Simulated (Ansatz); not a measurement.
Molecule: iodo(trimethoxy)silane, C$_{3}$H$_{9}$IO$_{3}$Si (charge 0, singlet). 
Coordinates optimised at B3LYP-D3(BJ)/def2-TZVP (Ansatz, a program for electronic structure):
```xyz
17

C      2.7024    -0.7072     0.9720
O      1.5832     0.0463     1.4249
Si     0.0477    -0.1305     0.9494
I     -0.0756     0.2069    -1.5044
O     -0.4735    -1.6209     1.2989
C     -1.7538    -2.1635     0.9956
O     -0.8887     0.9696     1.6760
C     -0.7708     2.3841     1.5715
H      3.5846    -0.3257     1.4832
H      2.5769    -1.7654     1.2093
H      2.8340    -0.5928    -0.1064
H     -1.9288    -2.1603    -0.0827
H     -1.7707    -3.1899     1.3584
H     -2.5421    -1.5928     1.4902
H      0.1984     2.7195     1.9455
H     -0.8879     2.7057     0.5341
H     -1.5620     2.8258     2.1751
```

Total electronic energies in hartree. Cores are frozen in the correlated levels unless marked. No spin-orbit coupling. The frozen core is the preceding noble-gas configuration, with the filled d and f shells of earlier blocks. In def2 rows, elements after Kr have scalar-relativistic effective core potentials. STO-3G rows are all-electron and non-relativistic. CBS(X,Y): correlation extrapolated as X^-3; Hartree-Fock from the larger set. The bracket is a focal-point correction in the basis named.

```csv
level,program,energy (Eh)
HF/STO-3G,Ansatz,-7475.40664
HF/def2-TZVPP,Ansatz,-929.36238
HF/def2-QZVPPD,Ansatz,-929.39021
SVWN5/def2-TZVPD,Ansatz,-928.65368
revPBE/def2-TZVPD,Ansatz,-932.78210
B97M-V/def2-TZVPD,Ansatz,-932.77317
B3LYP-D3(BJ)/def2-TZVPD,Ansatz + dftd3,-933.08011
PBE0/STO-3G,Ansatz,-7479.18677
PBE0/def2-SVP,Ansatz,-931.89995
PBE0/def2-QZVPP,Ansatz,-932.46453
HSE06-D3(BJ)/def2-TZVPD,Ansatz + dftd3,-932.41980
HSE06/def2-TZVPD,Ansatz,-932.40689
CAM-B3LYP-D4/def2-TZVPD,Ansatz + dftd4,-932.82165
LC-wPBE/def2-TZVPD,Ansatz,-932.67073
wB97X/def2-TZVPD,Ansatz,-932.88592
B2GP-PLYP/def2-TZVPD,Ansatz,-932.09762
RPA@PBE/def2-TZVPP,Ansatz,-931.64559
RI-MP2/def2-QZVPP,Ansatz,-930.98743
RI-MP2/def2-QZVPPD,Ansatz,-930.98942
CCSD/def2-SVPD,Ansatz,-930.13924
CCSD(T)/def2-TZVPPD,Ansatz,-930.96810
"RI-MP2/CBS(def2-TZVPPD,def2-QZVPPD)+[CCSD(T)-MP2]/def2-SVPD",Ansatz,-931.1791
"RI-MP2/CBS(def2-TZVPPD,def2-QZVPPD)+[CCSD(T)-MP2]/def2-TZVPPD",Ansatz,-931.1887
```

Totals of different functionals don't rank their quality; only differences between species are comparable.
